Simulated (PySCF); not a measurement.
ClH5OSi2, SMILES [SiH3]O[SiH2]Cl.

Geometry: B3LYP-D3(BJ)/def2-SVP. The values are those of a single conformer.

Two levels are set side by side: TDDFT-PBE/def2-SVPD (PySCF) and TDDFT-LC-ωPBE/def2-SVPD (PySCF). Vertical, same geometry. The lowest singlet is HOMO→LUMO 99 % with PBE and HOMO→LUMO 65 % with the other functional; states are paired by order. Differences are taken from unrounded values.

```json
[
 {"quantity": "lowest singlet excitation (eV)", "TDDFT-LC-ωPBE": "7.82"},
 {"quantity": "lowest triplet excitation (TDA) (eV)", "TDDFT-LC-ωPBE": "7.32"},
 {"quantity": "first bright state (f over 0.05) (eV)", "TDDFT-LC-ωPBE": "8.84"},
 {"quantity": "its oscillator strength", "TDDFT-LC-ωPBE": "0.05"}
]
```

Task: What does TDDFT-PBE give, and how far is it from TDDFT-LC-ωPBE? (The exact figures need the calculation; the answer reports its results.)

Result: 
| quantity | TDDFT-PBE | TDDFT-PBE minus TDDFT-LC-ωPBE |
|---|---|---|
| lowest singlet excitation (eV) | 6.36 | -1.47 |
| lowest triplet excitation (TDA) (eV) | 6.14 | -1.18 |
| first bright state (f over 0.05) (eV) | 7.28 | -1.57 |
| its oscillator strength | 0.07 | 0.01 |

Functionals without exact exchange tend to place singlet excitations lower, as here. Differences between two approximate levels are no errors against the true value.

Rough cost on one machine, each run with all the roots and properties that it gave: TDDFT-LC-ωPBE against TDDFT-PBE about 7 times.
